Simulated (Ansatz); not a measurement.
Saddle point of Si₂H₇OF₃, closed shell (Si₂H₄F₂ ([F][SiH]([F])[SiH3]) + H₂O + HF → SiH₂OF₂ ([OH][SiH]([F])[F]) + SiH₄ + HF; bonds formed: Si1–O7, Si2–H8, H6–F9; bonds broken: Si1–Si2, H6–O7, H8–F9), PBE0-D4/def2-TZVP structure:

Si1  (-1.166, 0.204, -0.209)
Si2  (1.124, -0.920, -0.799)
F3  (-1.486, -1.008, -1.251)
F4  (-1.368, 1.405, -1.246)
H5  (-2.183, -0.105, 0.802)
H6  (0.111, 0.806, 1.662)
O7  (-0.439, 1.458, 0.991)
H8  (0.393, -0.577, 0.747)
F9  (0.578, -0.335, 2.007)
H10  (0.940, -2.365, -1.037)
H11  (0.926, -0.112, -2.029)
H12  (2.469, -0.611, -0.250)
H13  (0.100, 2.160, 0.612)
(Å)

Energies are electronic, without zero-point energy. Barriers and step energies count from the start structure reached by relaxing down the imaginary mode; all methods use the PBE0-D4 structures, on which another method's saddle can fall below an end. Ansatz 0.2.0; basis: def2-TZVPP, with def2-QZVPP for the basis limit; cores frozen in the correlated methods. B3LYP uses VWN-RPA correlation. Extrapolation: Hartree–Fock as exp(−7.88 √X), correlation as X^−2.97.

```csv
method,barrier (kJ/mol),step energy (kJ/mol)
SPW92,64.2,-100.7
PBE-D4,119.5,-103.2
BLYP-D4,142.3,-120.0
r2SCAN-D4,126.8,-121.0
B97M-V,?,-120.0
PBE0-D4,145.2,-112.3
B3LYP-D4,159.6,-126.0
r2SCAN0-D4,148.3,-125.3
BHLYP-D4,188.3,-134.3
CAM-B3LYP-D4,157.7,-131.7
wB97X-V,160.8,-121.5
wB97M-V,155.8,-124.9
B2PLYP,164.8,-134.7
PBE-QIDH,?,-126.4
RPA on PBE,167.0,-131.7
HF,263.3,-159.4
MP2,?,-136.6
CCSD,188.1,-134.7
CCSD(T),171.3,-130.9
```

(1) Fill in the withheld barriers. (An estimate is asked for; the value comes from the calculation.)

No T1 diagnostic of these runs exceeds 0.014.

Answers

(1) Computed: PBE-QIDH 160.3; B97M-V 157.7; MP2 162.2 kJ/mol. Each is the energy of the saddle less that of the start structure, by the same method.

For comparison, the barrier by CCSD(T) at an estimated basis limit (MP2 extrapolated from triple and quadruple zeta, plus CCSD(T) − MP2 in triple zeta) is 169.5 kJ/mol.

Labels in which every atom is bracketed show which atoms are joined, not bond orders.

For scale, one of the runs: CCSD(T)/def2-TZVPP, 306 basis functions, launched by `ansatz run in.yaml --threads 4 --pin off --events-out ev --progress --plain --max-ram 46080MiB --backend cuda --devices 0, --max-vram 37GiB`. The run took 9.5 s on 4 CPU threads of an AMD EPYC 7R13 and a share of one NVIDIA H100 (shared host), with 0.86 GiB of host memory at its peak.
